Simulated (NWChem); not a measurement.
# ZnH₂O₂; SMILES [OH][Zn][OH]

```xyz
5

Zn     0.0000     0.0000     0.0907
O     -1.7551     0.1913     0.0130
H     -2.2475    -0.4334     0.5544
O      1.7551    -0.1913     0.0130
H      2.2475     0.4334     0.5544
```
Atoms are numbered in this order, from 1.

Level: PBE0/def2-SVP (NWChem), optimised geometry, unscaled harmonic frequencies. 

| frequency (cm⁻¹) | IR intensity (km/mol) |
|---|---|
| 138 | 137.6 |
| 158 | 16.6 |
| 169 | 14.5 |
| 612 | 0.5 |
| 733 | 240.8 |
| 756 | 18.6 |
| 795 | 11.5 |
| 3915 | 76.6 |
| 3916 | 13.7 |

| Property | Result |
|---|---|
| zero-point energy | 16.0 kcal/mol |
| thermal correction to the enthalpy at 298.15 K (with zero-point energy) | 19.8 kcal/mol |
| heat capacity Cv | 14.8 cal/(mol K) |
| entropy at 298.15 K and 1 atm (symmetry number 2) | 68.6 cal/(mol K) |
| dipole moment | 1.88 D |

Rigid rotor and harmonic oscillator.
